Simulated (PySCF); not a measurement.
# What a mistake does to a calculation on C2GeH7O

All numbers below are calculated, not measured. They come from PySCF 2.14.0, an open-source quantum chemistry program, on an isolated molecule that a program drew, which may never have been made. The molecule is C2GeH7O (charge 0, doublet), drawn as the SMILES string `[CH2][GeH]([CH3])[OH]`.

Each row is a Hartree-Fock (HF) and frozen-core CCSD(T) single point in the cc-pVDZ basis, meant for a local HF minimum. Run 1 is clean. Each other run has one planted mistake out of seven kinds, and not every kind appears here: one electron removed, one electron added, multiplicity raised by two, geometry at a saddle point, minimal basis STO-3G, one bond length entered in bohr, all coordinates scaled. The reference is restricted for singlets and unrestricted otherwise, and also for a bond in bohr. Adding or removing an electron swaps singlet and doublet. Electrons count all cores. HOMO and LUMO are orbital energies over both spins, the gradient is its largest component, and the lowest frequency (negative if imaginary) is given only where the gradient is small. Bond lengths are over the 10 bonds as drawn. T1 is the CCSD diagnostic: over 0.02 (restricted) or 0.045 (unrestricted) a single reference is doubtful. Germanium has the cc-pVDZ-PP basis, with a core potential (ECP10MDF) in place of its 10 inner electrons, and its 3s, 3p and 3d shells are frozen in CCSD(T).

Geometry of the clean run:
```xyz
11
C2GeH7O, angstrom
C    -0.3929   -0.8632    3.3896
Ge   -1.6562   -0.2864    2.0408
C    -0.7942    0.4027    0.4418
O    -2.6026    1.1011    2.6556
H    -0.4392   -1.8426    3.8573
H     0.4083   -0.2176    3.7393
H    -2.6157   -1.4476    1.7392
H    -1.5452    0.7884   -0.2497
H    -0.2232   -0.3826   -0.0577
H    -0.1160    1.2152    0.7089
H    -3.0391    0.9544    3.4819
```

| run | electrons | basis functions | <S^2> | HOMO (eV) | LUMO (eV) | gradient (hartree/bohr) | lowest frequency (cm^-1) | mean bond (Å) | longest bond (Å) | T1 | HF (hartree) | CCSD(T) (hartree) | mistake |
|---|---|---|---|---|---|---|---|---|---|---|---|---|---|
| 1 | 59 | 100 | 0.762 | -10.46 | 2.44 | 7.6e-06 | 81 | 1.3597 | 1.943 | 0.0113 | -448.04052 | -448.65301 | no fault |
| 2 | 60 | 100 | 0.000 | -0.58 | 9.22 | 6.2e-02 | - | 1.3597 | 1.943 | 0.0137 | -447.99498 | -448.64857 | one electron added |
| 3 | 59 | 100 | 1.422 | -10.38 | 2.04 | 2.2e-02 | - | 1.4564 | 2.054 | 0.0685 | -447.89287 | -448.52130 | ? |
| 4 | 59 | 100 | 3.771 | -3.09 | 0.34 | 1.0e-01 | - | 1.3597 | 1.943 | 0.0303 | -447.79012 | -448.37715 | ? |

**Which mistake was planted in run 3, and what did it cost?**

The mean bond changes by a factor of 1.071 and the longest by 1.057, so the molecule wasn't scaled as a whole. A length L in bohr read as angstrom grows by (1/0.5292 - 1) L = 0.890 L. The 10 bonds together grew by 10 x 0.0967 = 0.967 Å, which gives L = 1.087 Å. That is the length of one of the C-H bonds, 1.087 Å in the clean geometry. So the mistake is: one bond length entered in bohr. Subtracting run 1 and multiplying by 627.51 kcal/mol a hartree, the energy moved by 92.7 kcal/mol in HF and 82.6 kcal/mol in CCSD(T).

**Which mistake was planted in run 4, and what did it cost?**

Electrons, basis and geometry are unchanged, and <S^2> is 3.771, beside S(S+1) = 3.75 for a multiplicity of 4. So the mistake is: multiplicity raised by two. Subtracting run 1 and multiplying by 627.51 kcal/mol a hartree, the energy moved by 157.1 kcal/mol in HF and 173.1 kcal/mol in CCSD(T).

Cautions from the logs. Run 2: the added electron raises the CCSD(T) energy, so it isn't bound in this basis; run 3: T1 is over the limit, so its CCSD(T) energy is less reliable.
